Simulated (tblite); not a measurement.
C2H11NOSi2.
Z-matrix (Å and degrees, GFN2-xTB geometry), rows numbered from 1:
```
C 
C   1  1.5215
O   2  1.3958  1  109.39
Si  3  1.6145  2  128.17  1  -173.82
N   4  1.7203  3  100.96  2   179.38
Si  5  1.7331  4  128.77  3    -7.88
H   1  1.0868  2  109.82  3   -59.59
H   1  1.0868  2  109.80  3    59.63
H   1  1.0867  2  110.21  3  -179.97
H   2  1.0978  1  110.21  3   120.43
H   2  1.0976  1  110.27  3  -120.89
H   4  1.4699  3  111.06  2    60.29
H   4  1.4683  3  111.99  2   -62.62
H   5  1.0042  4  114.24  3   175.70
H   6  1.4636  5  110.50  4    59.50
H   6  1.4672  5  104.33  4   178.49
H   6  1.4665  5  110.88  4   -62.80
```

All values are computed: GFN2-xTB (tblite) harmonic vibrations without scaling, gas phase. The method is semi-empirical: single wavenumbers can be off by several per cent or more. Modes of hydrogen on silicon can be 10 to 20 % off. One conformer, not necessarily the lowest.

Harmonic wavenumbers (cm⁻¹): 25.8, 43.1, 59.8, 80.6, 112.0, 167.5, 214.5, 258.9, 309.6, 363.5, 549.2, 577.4, 584.8, 587.3, 678.2, 767.7, 775.8, 786.8, 797.4, 828.2, 829.6, 846.2, 997.8, 1011.5, 1097.8, 1146.9, 1167.7, 1209.0, 1267.3, 1348.1, 1399.4, 1475.4, 1493.6, 1495.7, 2168.1, 2209.4, 2214.6, 2222.8, 2243.6, 2878.2, 2907.5, 3042.4, 3045.6, 3049.4, 3518.3.

A = 3351, B = 1296, C = 967.0 MHz; mass 121.038 u (most abundant isotopes); point group C1, symmetry number 1.

**Question.** Zero-point energy?

**Answer.** ½Σν̃ = 27427 cm⁻¹ = 78.42 kcal/mol.

**Question.** Entropy at 400 K, 1 bar (ideal gas, RRHO, classical rotation)?

**Answer.** Translation 41.77, rotation 29.60, vibration 45.88: S = 117.3 cal/(mol K).

**Question.** And Cp and H(400 K) − H(0)?

**Answer.** Cp = 47.04 cal/(mol K), of which vibrations give 39.09 (their classical limit is 45 R = 89.4); H(400 K) − H(0) = 11.74 kcal/mol without the zero-point energy, 8.57 from vibrations.

**Question.** Blend soft modes into free rotors: weight 1/[1 + (100 cm⁻¹/ν̃)⁴] for the oscillator and the rest for a rotor with moment μB/(μ + B), μ = h/(8π²ν), B = 10⁻⁴⁴ kg m². What vibrational entropy results?

**Answer.** 39.67 cal/(mol K) in place of 45.88, which changes −T·S at 400 K by +2.48 kcal/mol.

**Question.** Which modes carry the vibrational entropy at 400 K?

**Answer.** 25.8 cm⁻¹: 6.71; 43.1 cm⁻¹: 5.69; 59.8 cm⁻¹: 5.04; 80.6 cm⁻¹: 4.45; 112.0 cm⁻¹: 3.81; 167.5 cm⁻¹: 3.02 cal/(mol K); the other 39 give 17.14 together.

**Question.** How do the functions run with temperature in this model?

**Answer.** 
```
 T (K)  S (cal/(mol K))  Cp (cal/(mol K))  H − H(0) (kcal/mol)  G − H(0) (kcal/mol)  ln q(vib)
    50             61.5              16.0                 0.60                -2.48       1.34
   100             74.2              20.9                 1.53                -5.89       3.28
298.15            104.7              38.5                 7.38               -23.84       9.50
373.15            114.1              44.9                10.51               -32.05      11.58
   500            128.5              54.0                16.81               -47.45      14.95
   750            153.0              66.8                32.02               -82.75      21.09
  1000            173.5              75.2                49.84              -123.63      26.63
```

q(vib) and H(0) count from the zero-point level.

**Question.** What must be added to the electronic energy to get the Gibbs energy at 400 K and 1 bar?

**Answer.** ZPE + [H(400 K) − H(0)] − T·S = 78.42 + 11.74 − 46.90 = 43.26 kcal/mol.

Hindered rotation and anharmonicity are outside this model. Other conformers, if any are populated, would add a mixing term that is left out.
